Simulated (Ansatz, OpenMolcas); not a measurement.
**Worked example: vertical energy of the quartet above the doublet of C2H4ClSi (SMILES C=C[SiH]Cl)**

C2H4ClSi: 8 atoms, total charge 0, spin state doublet. SMILES: `C=C[SiH]Cl`. The shape is that of a PBE0-D4/def2-TZVP optimisation.

Both states at this one shape; open shells run unrestricted unless said. 1 Eh = 27.2114 eV.

| level | program | doublet C2H4ClSi (Eh) | quartet C2H4ClSi (Eh) |
| --- | --- | --- | --- |
| UPBE/def2-SVP | Ansatz | -827.544265 | -827.374018 |
| UM06-2X/def2-SVP | OpenMolcas | -827.921728 | -827.749835 |
| U-wB97X/def2-SVP | Ansatz | -827.961931 | -827.793114 |

Task: Work out the vertical gap, second state less first, at each level.

Result: 
1. UPBE/def2-SVP: -827.374018 − (-827.544265) = 0.170247 Eh = 4.63 eV.
2. UM06-2X/def2-SVP: -827.749835 − (-827.921728) = 0.171893 Eh = 4.68 eV.
3. U-wB97X/def2-SVP: -827.793114 − (-827.961931) = 0.168817 Eh = 4.59 eV.

No measured value is set beside it here; the levels span 4.59 to 4.68 eV.
